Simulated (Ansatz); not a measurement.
C$_{4}$H$_{9}$O$_{2}$Si (SMILES C=C[Si](OC)OC), doublet, geometry from GFN2-xTB; SC-NEVPT2/STO-3G, CASSCF(5,5) run with Ansatz (a first-principles code).

Ansatz was given this input:
Ansatz 0.2 input:
```yaml
crystal:
  periodic: [false, false, false]
  atoms:
    - {symbol: C, position_ang: [-2.63938945, -0.72010952, -0.36489694]}
    - {symbol: C, position_ang: [-1.40029830, -1.13601191, -0.08094309]}
    - {symbol: Si, position_ang: [-0.02991155, -0.05573065, 0.56699257]}
    - {symbol: O, position_ang: [1.46531698, -0.42102516, 0.00078187]}
    - {symbol: C, position_ang: [2.07243518, -1.66710117, -0.13217614]}
    - {symbol: O, position_ang: [-0.18646489, 1.54591953, 0.41860906]}
    - {symbol: C, position_ang: [0.27377156, 2.39000991, -0.60933008]}
    - {symbol: H, position_ang: [-2.89042202, 0.32664261, -0.38126382]}
    - {symbol: H, position_ang: [-3.43092772, -1.40696187, -0.61764983]}
    - {symbol: H, position_ang: [-1.22459257, -2.20628773, -0.04657465]}
    - {symbol: H, position_ang: [2.15352857, -2.16684727, 0.83668668]}
    - {symbol: H, position_ang: [3.07277024, -1.50997381, -0.53818238]}
    - {symbol: H, position_ang: [1.50629634, -2.30972836, -0.81100064]}
    - {symbol: H, position_ang: [0.28595318, 3.40760887, -0.21815834]}
    - {symbol: H, position_ang: [1.27803804, 2.10800643, -0.92663573]}
    - {symbol: H, position_ang: [-0.40181314, 2.33789111, -1.46616721]}
basis:
  gaussian:
    orbitals: STO-3G
correlation: {method: sc_nevpt2, electrons: all, active_space: {window: {electrons: 5, orbitals: 5}}}
magnetization: {spin_polarized: false, initial_magnetization: 1}
```

It wrote (shortened):

```
Functional definition: HF
653 factors; integrals over basis functions are off by at most 3.5e-5 eV
mean field evaluation 1: about -15999.3099 eV, gradient 2.8e1 eV
mean field evaluation 2: about -15999.6150 eV, gradient 2.8e1 eV
mean field evaluation 4: about -16002.7754 eV, gradient 2.5e0 eV
mean field evaluation 8: about -16002.8170 eV, gradient 5.2e-4 eV
mean field -16002.81695817 eV, -588.0926761139 hartree, gradient 3.2e-6 eV, S^2 0.750000; 0 other end points of the search recorded, 0 dependent functions left out
reference -16002.81695817 eV, -588.0926761139 hartree; 32, 31 occupied and 16, 17 virtual orbitals, 653 factors
state -16004.47444130 eV, -588.1535874955 hartree
state -16004.47444130 eV, -588.1535874955 hartree; corrected -16011.85635250 eV, -588.4248677282 hartree
Total energy: -16011.85635250 eV, -588.4248677282 hartree
```
